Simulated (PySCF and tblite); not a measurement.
Values are calculated unless marked as measured or tabulated.
System: C₇H₅FS, numbered as in [F:1][c:2]1[cH:3][cH:4][c:5]([CH:6]=[S:7])[cH:8][cH:9]1.

Geometries: GFN2-xTB; energies: PBE0/pcSseg-1 + D3(BJ); zero-point and thermal terms from GFN2-xTB harmonic modes (soft modes blended into free rotors). Rate constants are transition-state-theory values, counting equivalent paths, without tunnelling. Programs: tblite and PySCF.

(1) How high is the barrier to the rotation about the C5–C6 bond (torsion C4–C5–C6–S7 from -180° to 0°, rising), through which structure does it pass, and what rate follows at 298 K?

Results:

(1) The electronic barrier is 9.9 kcal/mol and ΔG‡(298 K) 9.7 kcal/mol, over a Cs saddle with an imaginary mode of 125i cm⁻¹ (GFN2-xTB). With 2 equivalent paths, k is 9.4×10⁵ s⁻¹, a mean lifetime of the start of 1.1 µs against this motion.
